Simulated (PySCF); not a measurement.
Isomers C$_{7}$H$_{9}$P:

A. methylphenylphosphine
B. `c1(C)c(C)ccpc1`
C. SMILES C=CC1=CP(C)C=C1

Spectrum 1. 13C{1H} NMR (computed): δ 155.0 (C), 150.2 (CH), 148.0 (CH), 141.9 (CH), 140.0 (CH), 120.8 (CH2), 12.8 (CH3).

Spectrum 2. 13C{1H} NMR (computed): δ 148.1 (C), 137.6 (CH), 134.0 (CH), 132.7 (CH), 13.8 (CH3).

Spectrum 3. 13C{1H} NMR (computed): δ 165.1 (CH), 163.7 (CH), 147.3 (C), 142.9 (C), 140.8 (CH), 27.3 (CH3), 25.7 (CH3).

[PySCF 2.14.0 with density-fitted response routines: GFN2-xTB structure; shielding tensors at PBE0/pcSseg-1 (GIAO); no solvent; non-relativistic Hamiltonian; one averaged value for each set of equivalent atoms; single conformer]

Scale: TMS for 13C (σ = 186.93 ppm) (reference shieldings calculated alike). Splittings of carbon signals by F and P are missing where no couplings were computed. Shifts are as computed. Against solution values, carbons near 30 ppm lie about +3 ppm off and those near 130 ppm about +5 ppm. Of 1211 compounds with measured shifts, 218 miss one by over three times the rms of a fit or turn the order of signals round; such compounds aren't used in these exercises.

Which spectrum belongs to which compound?

## Answers

1–C, 2–A, 3–B.

- Spectrum 1 (C): 7 13C signals; δC 141.9 is an alkene CH; δC 120.8 is a terminal =CH2 carbon.
- Spectrum 2 (A): 5 13C signals; δC 137.6 is an aromatic CH; δC 134.0 is an aromatic CH.
- Spectrum 3 (B): 7 13C signals; δC 27.3 is a methyl carbon on an aromatic ring; δC 25.7 is a methyl carbon on an aromatic ring.
